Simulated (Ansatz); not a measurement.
Geometry optimisation, RKS PBE0/def2-SVP (Ansatz).

Input file:

```yaml
crystal:
  periodic: [false, false, false]
  atoms:
    - { symbol: Sn, position_ang: [0.0, 0.0, 0.0] }
    - { symbol: H, position_ang: [0.923, 0.0, 1.7063] }
    - { symbol: Cl, position_ang: [2.5085, 0.0, 0.7209] }
    - { symbol: Cl, position_ang: [-1.1351, 1.9666, -0.8025] }
    - { symbol: C, position_ang: [-1.0126, -1.7544, -0.716] }
    - { symbol: H, position_ang: [-1.5123, -2.2661, 0.1329] }
    - { symbol: H, position_ang: [-1.7727, -1.4617, -1.4701] }
    - { symbol: H, position_ang: [-0.2768, -2.4431, -1.1811] }
basis:
  gaussian: { orbitals: def2-SVP }
hamiltonian:
  xc: pbe0
relax:
  f_tol: 0.15
  max_steps: 25
  restrain:
    - { distance: [1, 2], at: 1.37, k: 30.0 }
    - { distance: [0, 1], at: 2.94, k: 30.0 }
    - { distance: [0, 2], at: 3.61, k: 30.0 }
```

Launched with:

```bash
$ ansatz run input.yaml --threads 2 --pin off --max-ram 3072MiB --backend cpu --events-out ev --progress --plain --runs-dir out
```

Where does it end, and by what steps?

The forces met the threshold. The restraints hold the end off the free minimum; the threshold counts their pulls, which the force column leaves out. Restrained pairs: H2–Cl3 (1.87 → 1.33 Å), Sn1–H2 (1.94 → 2.94 Å), Sn1–Cl3 (2.61 → 3.61 Å). After 9 steps the energy has fallen by 1.517 eV (the restraints' own energy left out); H2 moved furthest, 1.00 Å.

```csv
step,energy less start (eV),largest force component (eV/Å),accepted
0,0.0000,3.202,yes
1,0.7678,4.575,yes
2,1.2717,4.958,yes
3,0.9202,4.910,yes
4,-0.3273,3.255,yes
5,-1.1402,1.334,yes
6,-1.3611,1.223,yes
7,-1.4348,1.242,yes
8,-1.5008,0.880,yes
9,-1.5166,0.883,yes
```

```xyz
8
Properties=species:S:1:pos:R:3
Sn -0.717 0.089 0.423
H 1.865 0.321 1.815
Cl 2.795 -0.345 1.130
Cl -1.407 1.659 -1.258
C -1.154 -1.688 -0.782
H -1.673 -2.435 -0.162
H -1.775 -1.412 -1.646
H -0.211 -2.148 -1.130
```

Run time: 30 s on 2 threads of Arm Neoverse V1, with other jobs on the host, peak memory 0.22 GiB.
